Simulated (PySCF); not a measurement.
sulfur monoxide (OS), triplet, geometry from GFN2-xTB, atoms displaced at random by about 0.02 Å a coordinate; B3LYP/def2-SVP (PySCF).

Input for PySCF:
```python
from pyscf import gto, scf, dft
from pyscf.geomopt import geometric_solver

mol = gto.M(
    atom='''
O    -0.032257    0.006638   -0.972400
S     0.022544    0.017071    0.483131
''',
    basis='def2-svp',
    charge=0,
    spin=2,
    verbose=3,
)

def method(m):
    mf = dft.UKS(m)
    mf.xc = 'b3lyp'
    return mf

conv, mol_eq = geometric_solver.kernel(method(mol), maxsteps=100, coordsys='dlc')
print('optimisation converged:', conv)
print(mol_eq.tostring(format='xyz'))
mf = method(mol_eq)
mf.kernel()
```

Task: What does PySCF print? Leave out banner, timings and long lists.

Result: 
```
Custom engine selected.
Bonds will be generated from interatomic distances less than 1.20 times sum of covalent radii
1 internal coordinates being used (instead of 6 Cartesians)
Internal coordinate system (atoms numbered from 1):
Distance 1-2
<class 'geometric.internal.Distance'> : 1
> ===== Optimization Info: ====
> Job type: Energy minimization
> Maximum number of optimization cycles: 100
> Initial / maximum trust radius (Angstrom): 0.100 / 0.300
> Convergence Criteria:
> Will converge when all 5 criteria are reached:
>  |Delta-E| < 1.00e-06
>  RMS-Grad  < 3.00e-04
>  Max-Grad  < 4.50e-04
>  RMS-Disp  < 1.20e-03
>  Max-Disp  < 1.80e-03
> === End Optimization Info ===

Geometry optimization cycle 1
Cartesian coordinates (Angstrom)
 Atom        New coordinates             dX        dY        dZ
   O  -0.032257   0.006638  -0.972400    0.000000  0.000000  0.000000
   S   0.022544   0.017071   0.483131    0.000000  0.000000 -0.000000

WARN: Mole.unit (angstrom) is changed to Bohr

converged SCF energy = -473.182250051558  <S^2> = 2.0057331  2S+1 = 3.0038196
--------------- UKS_Scanner gradients ---------------
         x                y                z
0 O     0.0025177360     0.0004809505     0.0667193166
1 S    -0.0025112915    -0.0004781398    -0.0667160770
----------------------------------------------
cycle 1: E = -473.182250052  dE = -473.182  norm(grad) = 0.0944225
Step    0 : Gradient = 6.677e-02/6.677e-02 (rms/max) Energy = -473.1822500516
Hessian Eigenvalues: 9.30520e-01

Geometry optimization cycle 2
Cartesian coordinates (Angstrom)
 Atom        New coordinates             dX        dY        dZ
   O  -0.032971   0.006502  -0.991371   -0.000714 -0.000136 -0.018971
   S   0.023258   0.017207   0.502102    0.000714  0.000136  0.018971
converged SCF energy = -473.185289083871  <S^2> = 2.0059289  2S+1 = 3.00395
--------------- UKS_Scanner gradients ---------------
         x                y                z
0 O     0.0007455334     0.0001436360     0.0196590331
1 S    -0.0007391451    -0.0001406767    -0.0196555203
----------------------------------------------
cycle 2: E = -473.185289084  dE = -0.00303903  norm(grad) = 0.0278201
Step    1 : Displace = 1.898e-02/1.898e-02 (rms/max) Trust = 1.000e-01 (=) Grad = 1.967e-02/1.967e-02 (rms/max) E (change) = -473.1852890839 (-3.039e-03) Quality = 1.269
Hessian Eigenvalues: 6.56356e-01

Geometry optimization cycle 3
Cartesian coordinates (Angstrom)
 Atom        New coordinates             dX        dY        dZ
   O  -0.033270   0.006445  -0.999295   -0.000298 -0.000057 -0.007924
   S   0.023557   0.017264   0.510026    0.000298  0.000057  0.007924
converged SCF energy = -473.185623131473  <S^2> = 2.0060054  2S+1 = 3.0040009
--------------- UKS_Scanner gradients ---------------
         x                y                z
0 O     0.0001135586     0.0000232486     0.0028839421
1 S    -0.0001073875    -0.0000203640    -0.0028799768
----------------------------------------------
cycle 3: E = -473.185623131  dE = -0.000334048  norm(grad) = 0.00407882
Step    2 : Displace = 7.930e-03/7.930e-03 (rms/max) Trust = 1.414e-01 (+) Grad = 2.884e-03/2.886e-03 (rms/max) E (change) = -473.1856231315 (-3.340e-04) Quality = 1.133
Hessian Eigenvalues: 5.60125e-01

Geometry optimization cycle 4
Cartesian coordinates (Angstrom)
 Atom        New coordinates             dX        dY        dZ
   O  -0.033321   0.006435  -1.000657   -0.000051 -0.000010 -0.001361
   S   0.023608   0.017274   0.511388    0.000051  0.000010  0.001361
converged SCF energy = -473.18563092924  <S^2> = 2.0060183  2S+1 = 3.0040095
--------------- UKS_Scanner gradients ---------------
         x                y                z
0 O     0.0000108295     0.0000036790     0.0001570613
1 S    -0.0000046909    -0.0000008054    -0.0001530454
----------------------------------------------
cycle 4: E = -473.185630929  dE = -7.79777e-06  norm(grad) = 0.000219647
Step    3 : Displace = 1.362e-03/1.362e-03 (rms/max) Trust = 2.000e-01 (+) Grad = 1.553e-04/1.575e-04 (rms/max) E (change) = -473.1856309292 (-7.798e-06) Quality = 1.050
Hessian Eigenvalues: 5.29975e-01

Geometry optimization cycle 5
Cartesian coordinates (Angstrom)
 Atom        New coordinates             dX        dY        dZ
   O  -0.033324   0.006435  -1.000734   -0.000003 -0.000001 -0.000077
   S   0.023611   0.017274   0.511465    0.000003  0.000001  0.000077
converged SCF energy = -473.18563095168  <S^2> = 2.0060191  2S+1 = 3.0040101
--------------- UKS_Scanner gradients ---------------
         x                y                z
0 O     0.0000050303     0.0000025743     0.0000031222
1 S     0.0000011065     0.0000002988     0.0000008963
----------------------------------------------
cycle 5: E = -473.185630952  dE = -2.24396e-08  norm(grad) = 6.6178e-06
Step    4 : Displace = 7.751e-05/7.751e-05 (rms/max) Trust = 2.828e-01 (+) Grad = 4.679e-06/6.456e-06 (rms/max) E (change) = -473.1856309517 (-2.244e-08) Quality = 0.987
Hessian Eigenvalues: 5.29975e-01
Converged! =D

optimisation converged: True
2
XYZ from PySCF
O          -0.03332378        0.00643491       -1.00073395
S           0.02361078        0.01727409        0.51146495

converged SCF energy = -473.185630951665  <S^2> = 2.0060191  2S+1 = 3.00401
```
